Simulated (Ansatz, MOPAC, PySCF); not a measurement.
Dimer: H2O (SMILES O) (first 3 atoms) with H2S (SMILES S); geometry from B3LYP-D3(BJ)/def2-TZVP, rigid monomers moved along the line of their centres of mass till O1···H5 is 3.86 Å.
(charge 0, multiplicity 1):
```xyz
6

O      0.066     0.371    -0.004
H      0.930     0.603    -0.363
H     -0.203    -0.429    -0.469
S     -0.043    -0.069     5.181
H     -0.067     0.105     3.844
H     -0.954     0.893     5.393
```

Counterpoise-corrected where a basis set is named; no monomer relaxation.

Rows in 6-31G* carry no dispersion term and start afresh at each structure (6-31G* with six Cartesian d functions). MP2/6-31G* freezes PySCF's default core. The state that PM3 reach isn't checked.

Run with Ansatz (an electronic-structure program); MOPAC for PM3 (differences of heats of formation); PySCF for 6-31G* rows, the dispersion terms. Values without a source in brackets are computed.

Problem. What interaction energy does PM3 give?

Solution. -23 meV
